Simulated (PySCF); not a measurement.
**Ionisation energy of B⁺ by level of theory**

B⁺ [He] 2s2 → B²⁺ [He] 2s1 [2s1/2^1, M_J = 1/2], as a difference of total energies. Calculation: PySCF 2.14, in x2c-SVPall-2c; the two-component X2C-1e Hamiltonian. Correlated levels: 1s2 frozen. "Screened" scales the spin-orbit matrix elements by Boettger's factors to mimic the two-electron term; Breit and QED terms are absent.

| method | ionisation energy (eV) |
| --- | --- |
| GHF (screened spin-orbit) | 23.267 |
| GMP2 (screened spin-orbit) | 24.161 |

How much does correlation contribute at GMP2 (screened spin-orbit)?

24.161 − (23.267) = 0.894 eV, measured against GHF (screened spin-orbit).

Errors of the correlated levels include the incompleteness of this basis and the frozen core.

MP2 underrates the near-degeneracy of ns² with np² in the lower species.

For comparison: 25.155 eV (measured; NIST Atomic Spectra Database, ionization energies).
